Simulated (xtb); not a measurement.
C7H7 (SMILES [CH2]c1ccccc1), doublet, from a rough starting geometry; GFN2-xTB (xtb 6.7.1).

xtb was given this input:
```
$ xtb mol.xyz --gfn 2 --uhf 1 --opt vtight --json

# file mol.xyz
14

C      2.22838764    -0.22118648     0.04685317
C      0.93040103    -0.04325967     0.02950472
C      0.29876749     1.22953074    -0.08136006
C     -1.11180650     1.30371832    -0.05445930
C     -1.84453184     0.15795084    -0.02974285
C     -1.28621421    -1.09324730     0.06571060
C      0.05050439    -1.23352702     0.05735378
H      2.89320804     0.59506036    -0.00336795
H      2.77125343    -1.17593446     0.15383371
H      0.86671419     2.05830043    -0.17140864
H     -1.54327044     2.24423997    -0.23362282
H     -2.98039742     0.25561454    -0.06607733
H     -1.97294335    -1.92525786     0.15777200
H      0.49411385    -2.21465697     0.21600168
```

Output, abridged:

```
   ID    Z sym.   atoms
    1    6 C      1-7
    2    1 H      8-14

           -------------------------------------------------
          |                Calculation Setup                |
           -------------------------------------------------

           -------------------------------------------------
          |                 G F N 2 - x T B                 |
           -------------------------------------------------

          ...................................................
          :                      SETUP                      :
          :.................................................:
          :  # basis functions                  35          :
          :  # atomic orbitals                  35          :
          :  # shells                           21          :
          :  # electrons                        35          :
          :  max. iterations                   250          :
          :  Hamiltonian                  GFN2-xTB          :
          :  restarted?                      false          :
          :  GBSA solvation                  false          :
          :  PC potential                    false          :
          :  electronic temp.          300.0000000     K    :
          :  accuracy                    1.0000000          :
          :  -> integral cutoff          0.2500000E+02      :
          :  -> integral neglect         0.1000000E-07      :
          :  -> SCF convergence          0.1000000E-05 Eh   :
          :  -> wf. convergence          0.1000000E-03 e    :
          :  Broyden damping             0.4000000          :
          :  net charge                          0          :
          :  unpaired electrons                  1          :
          ...................................................

 iter      E             dE          RMSdq      gap      omega  full diag
   1    -18.8311394 -0.188311E+02  0.474E+00    2.77       0.0  T
   2    -18.8469818 -0.158423E-01  0.286E+00    2.71       1.0  T
   3    -18.8418758  0.510592E-02  0.855E-01    2.85       1.0  T
   4    -18.8469761 -0.510029E-02  0.363E-01    2.67       1.0  T
   5    -18.8486969 -0.172075E-02  0.648E-02    2.75       1.0  T
   6    -18.8487381 -0.412625E-04  0.314E-02    2.73       1.0  T
   7    -18.8487373  0.849171E-06  0.134E-02    2.74       2.0  T
   8    -18.8487392 -0.192677E-05  0.141E-03    2.73      18.9  T
   9    -18.8487392 -0.751506E-08  0.624E-04    2.73      42.8  T
  10    -18.8487392 -0.117603E-08  0.294E-04    2.73      91.0  T

   *** convergence criteria satisfied after 10 iterations ***

         :::::::::::::::::::::::::::::::::::::::::::::::::::::
         ::                     SUMMARY                     ::
         :::::::::::::::::::::::::::::::::::::::::::::::::::::
         :: total energy             -18.458164060206 Eh    ::
         :: gradient norm              0.174635745252 Eh/a0 ::
         :: HOMO-LUMO gap              2.734403219592 eV    ::
         ::.................................................::
         :: SCC energy               -18.848725970504 Eh    ::
         :: -> isotropic ES            0.001387104128 Eh    ::
         :: -> anisotropic ES          0.002839859313 Eh    ::
         :: -> anisotropic XC          0.013994548650 Eh    ::
         :: -> dispersion             -0.010211565759 Eh    ::
         :: repulsion energy           0.390561910298 Eh    ::
         :: add. restraining           0.000000000000 Eh    ::
         :: total charge               0.000000000000 e     ::
         :::::::::::::::::::::::::::::::::::::::::::::::::::::

      -----------------------------------------------------------
     |                   =====================                   |
     |                        A N C O P T                        |
     |                   =====================                   |
     |               Approximate Normal Coordinate               |
[...]
 * total energy  :   -18.4581641 Eh     change       -0.7236380E-09 Eh
 * total energy  :   -18.4744319 Eh     change       -0.1626784E-01 Eh
 * total energy  :   -18.4767941 Eh     change       -0.2362172E-02 Eh
 * total energy  :   -18.4769689 Eh     change       -0.1747847E-03 Eh
 * total energy  :   -18.4770158 Eh     change       -0.4693947E-04 Eh
 * total energy  :   -18.4770215 Eh     change       -0.5681618E-05 Eh
 * total energy  :   -18.4770226 Eh     change       -0.1100597E-05 Eh
 * total energy  :   -18.4770228 Eh     change       -0.2095950E-06 Eh
 * total energy  :   -18.4770228 Eh     change       -0.1933070E-07 Eh
   *** GEOMETRY OPTIMIZATION CONVERGED AFTER 9 ITERATIONS ***
         :: total energy             -18.477022809682 Eh    ::
[...]
        23                          0.1287654               3.5039
        24                          0.1416798               3.8553
        25                          0.1718241               4.6756
        26                          0.1898600               5.1664
        27                          0.1927545               5.2451
        28                          0.2669529               7.2642
        29                          0.2755198               7.4973
       ...                                ...                  ...
        35                          0.6793099              18.4850
      -------------------------------------------------------------
                  HL-Gap            0.1045815 Eh            2.8458 eV
             Fermi-level           -0.3174287 Eh           -8.6377 eV

     #   Z          covCN         q      C6AA      α(0)
     1   6 C        2.851    -0.097    30.429     9.041
     2   6 C        2.961     0.025    27.433     8.591
     3   6 C        2.923    -0.035    28.871     8.811
     4   6 C        2.912    -0.028    28.697     8.784
     5   6 C        2.919    -0.030    28.757     8.794
     6   6 C        2.912    -0.028    28.697     8.784
     7   6 C        2.923    -0.035    28.871     8.811
     8   1 H        0.926     0.038     2.475     2.460
     9   1 H        0.926     0.038     2.475     2.460
    10   1 H        0.926     0.032     2.556     2.500
    11   1 H        0.926     0.029     2.602     2.522
    12   1 H        0.926     0.029     2.596     2.520
    13   1 H        0.926     0.029     2.602     2.522
    14   1 H        0.926     0.032     2.556     2.500

 Mol. C6AA /au·bohr⁶  :       2376.236590
 Mol. C8AA /au·bohr⁸  :      58040.633519
 Mol. α(0) /au        :         79.102329

Wiberg/Mayer (AO) data.
largest (>0.10) Wiberg bond orders for each atom

 ---------------------------------------------------------------------------
     #   Z sym  total        # sym  WBO       # sym  WBO       # sym  WBO
 ---------------------------------------------------------------------------
     1   6 C    3.728 --     2 C    1.463     8 H    0.981     9 H    0.981
     2   6 C    3.991 --     1 C    1.463     7 C    1.223     3 C    1.223
     3   6 C    3.968 --     4 C    1.524     2 C    1.223    10 H    0.970
     4   6 C    3.993 --     3 C    1.524     5 C    1.381    11 H    0.970
     5   6 C    3.961 --     6 C    1.381     4 C    1.381    12 H    0.973
     6   6 C    3.993 --     7 C    1.524     5 C    1.381    13 H    0.970
     7   6 C    3.968 --     6 C    1.524     2 C    1.223    14 H    0.970
     8   1 H    0.998 --     1 C    0.981
     9   1 H    0.998 --     1 C    0.981
    10   1 H    0.999 --     3 C    0.970
    11   1 H    0.999 --     4 C    0.970
    12   1 H    0.999 --     5 C    0.973
    13   1 H    0.999 --     6 C    0.970
    14   1 H    0.999 --     7 C    0.970
 ---------------------------------------------------------------------------

Topologies differ in total number of bonds
Writing topology from bond orders to xtbtopo.mol

molecular dipole:
                 x           y           z       tot (Debye)
 q only:       -0.022       0.002      -0.000
   full:       -0.027       0.002      -0.001       0.069
molecular quadrupole (traceless):
                xx          xy          yy          xz          yz          zz
 q only:        0.668       0.020       0.830       0.028      -0.197      -1.498
  q+dip:        3.050       0.022       3.097       0.124      -0.785      -6.147
   full:        1.367       0.039       1.689       0.057      -0.403      -3.056

optimized geometry written to: xtbopt.xyz

           -------------------------------------------------
          | TOTAL ENERGY              -18.477022809682 Eh   |
          | GRADIENT NORM               0.000039069204 Eh/α |
          | HOMO-LUMO GAP               2.845806900674 eV   |
           -------------------------------------------------

normal termination of xtb
```
